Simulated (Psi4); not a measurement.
C7H8, charge +1, doublet, at a GFN2-xTB geometry (a state made from the parent by changing its charge; the spin is typed, not shown lowest); HF/STO-3G (Psi4).

Input for Psi4:
```
memory 2 GB

molecule {
1 2
C     1.17486600   -0.47772752    0.64346424
C     0.78808183    0.81384632    0.85974479
C    -0.27270495    1.14091680   -0.16480281
C    -1.32582170    0.24940099    0.45008430
C    -0.93903754   -1.04217285    0.23380375
C     0.36763190   -0.99733600   -0.52286403
C     0.18725884    0.28323646   -1.35653456
H     1.88225086   -1.06032231    1.20773834
H     1.12040016    1.48369710    1.63374723
H    -0.52038085    2.18306297   -0.32266910
H    -2.18604264    0.60082512    0.99298053
H    -1.42419194   -1.94319429    0.56697164
H     0.70397232   -1.90537355   -1.00729843
H    -0.57381316    0.18453533   -2.12817486
H     1.11615896    0.63578433   -1.80066947
}

set {
  basis sto-3g
  reference uhf
  scf_type disk_df
}

energy('scf')
print_variables()
```

Output, abridged:

```
   => Loading Basis Set <=

    Name: STO-3G
    Role: ORBITAL
    Keyword: BASIS

         ---------------------------------------------------------
                                   SCF
               by Justin Turney, Rob Parrish, Andy Simmonett
                          and Daniel G. A. Smith
                              UHF Reference
         ---------------------------------------------------------

  ==> Geometry <==

    Molecular point group: c1
    Full point group: C1

    Geometry (in Angstrom), charge = 1, multiplicity = 2:

       Center              X                  Y                   Z               Mass
    ------------   -----------------  -----------------  -----------------  -----------------
         C            1.176141519137    -0.475798244662     0.634224167946    12.000000000000
         C            0.789357349137     0.815775595338     0.850504717946    12.000000000000
         C           -0.271429430863     1.142846075338    -0.174042882054    12.000000000000
         C           -1.324546180863     0.251330265338     0.440844227946    12.000000000000
         C           -0.937762020863    -1.040243574662     0.224563677946    12.000000000000
         C            0.368907419137    -0.995406724662    -0.532104102054    12.000000000000
         C            0.188534359137     0.285165735338    -1.365774632054    12.000000000000
         H            1.883526379137    -1.058393034662     1.198498267946     1.007825032230
         H            1.121675679137     1.485626375338     1.624507157946     1.007825032230
         H           -0.519105330863     2.184992245338    -0.331909172054     1.007825032230
         H           -2.184767120863     0.602754395338     0.983740457946     1.007825032230
         H           -1.422916420863    -1.941265014662     0.557731567946     1.007825032230
         H            0.705247839137    -1.903444274662    -1.016538502054     1.007825032230
         H           -0.572537640863     0.186464605338    -2.137414932054     1.007825032230
         H            1.117434479137     0.637713605338    -1.809909542054     1.007825032230

  Running in c1 symmetry.

  Rotational constants: A =      0.13394  B =      0.13028  C =      0.11787 [cm^-1]
  Rotational constants: A =   4015.30520  B =   3905.71640  C =   3533.74156 [MHz]
  Nuclear repulsion =  291.705285115335357

  Charge       = 1
  Multiplicity = 2
  Electrons    = 49
  Nalpha       = 25
  Nbeta        = 24

  ==> Algorithm <==

[...]
   @DF-UHF iter   8:  -266.20241605371751   -5.29135e-08   1.74793e-06 DIIS
   @DF-UHF iter   9:  -266.20241606527907   -1.15616e-08   7.95984e-07 DIIS
  Energy and wave function converged.

  ==> Post-Iterations <==

   @Spin Contamination Metric:   7.332580711E-03
   @S^2 Expected:                7.500000000E-01
   @S^2 Observed:                7.573325807E-01
   @S   Expected:                5.000000000E-01
   @S   Observed:                5.000000000E-01

    Orbital Energies [Eh]
    ---------------------

    Alpha Occupied:

[...]
      25A     -0.530036

    Alpha Virtual:

[...]
    Beta Occupied:

[...]
    Beta Virtual:

[...]
      43A      0.828439

    Final Occupation by Irrep:
              A
    DOCC [    24 ]
    SOCC [     1 ]
    NA   [    25 ]
    NB   [    24 ]

  @DF-UHF Final Energy:  -266.20241606527907

   => Energetics <=

    Nuclear Repulsion Energy =            291.7052851153353572
    One-Electron Energy =                -926.9709100181164558
    Two-Electron Energy =                 369.0632088375020885
    Total Energy =                       -266.2024160652790670

  UHF NO Occupations:
  HONO-2 :   23  A 1.9991025
  HONO-1 :   24  A 1.9987016
  HONO-0 :   25  A 1.0000000
  LUNO+0 :   26  A 0.0012984
  LUNO+1 :   27  A 0.0008975
  LUNO+2 :   28  A 0.0006956
  LUNO+3 :   29  A 0.0001920

Computation Completed

Properties will be evaluated at   0.000000,   0.000000,   0.000000 [a0]

Properties computed using the SCF density matrix

 Multipole Moments:

 ------------------------------------------------------------------------------------
     Multipole            Electronic (a.u.)      Nuclear  (a.u.)        Total (a.u.)
 ------------------------------------------------------------------------------------

 L = 1.  Multiply by 2.5417464519 to convert [e a0] to [Debye]
 Dipole X            :         -0.2111818            0.1205191           -0.0906627
 Dipole Y            :         -0.3194209            0.1822899           -0.1371310
 Dipole Z            :          1.5298364           -0.8730604            0.6567761
 Magnitude           :                                                    0.6770372

 ------------------------------------------------------------------------------------

  Variable Map:
  ----------------------------------------------------------------------------
[...]
  Array Variable Map:
  ----------------------------------------------------------------------------
[...]
[...]
```
